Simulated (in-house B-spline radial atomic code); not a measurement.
Ionising Ge8+ with different functionals

Computed with a radial B-spline atomic code at the basis-set limit: scalar-relativistic (spin-free X2C) Hamiltonian, Fermi nucleus of rms radius 4.0742 fm, spin-polarised at highest spin, spherical fractional occupations for the functionals, and exact exchange of hybrids averaged over the configuration. The ionisation energy is the difference of two self-consistent energies, [Ar] 3d6 → [Ar] 3d5, without Breit or QED terms; ε is the level of the shell that loses the electron (its least bound occupied spin orbital). There is no spin-orbit coupling in this Hamiltonian.

| method | rung | ΔSCF (eV) | -ε(3d) (eV) |
| --- | --- | --- | --- |
| PBE0 | global hybrid | 208.00 | 196.50 |
| B3LYP | global hybrid | 208.26 | 195.77 |
| TPSSh | global hybrid | 207.76 | 193.47 |
| BHandHLYP | global hybrid | 207.77 | 200.97 |
| r2SCAN0 | global hybrid | 207.02 | 195.80 |
| B97-1 | global hybrid | 208.08 | 195.81 |
| HSE06 | range-separated hybrid | 207.98 | 196.03 |
| wB97X | range-separated hybrid | 207.80 | 198.30 |
| CAM-B3LYP | range-separated hybrid | 208.17 | 197.75 |
| LC-wPBE | range-separated hybrid | 208.22 | 197.80 |

(1) Among the functionals, which spreads more, the ΔSCF values or the orbital energies?

(2) How do they compare with the NIST value?

Results:

(1) The orbital energies: ΔSCF values span about 1.24 eV and the orbital energies 7.51 eV; here energy differences depend much less on the functional than eigenvalues do.

(2) NIST lists 212 eV ± 2.1 (tabulated theory, ground level to ground level). Errors run from -5.48 to -4.24 eV. The correlated functionals all miss on the same side by more than they spread, so the cause is common to them (spin-orbit coupling, Breit-QED terms, multiplet and fine-structure energies, or a listed next ion that isn't the cheapest removal here) and closeness doesn't rank the functionals.
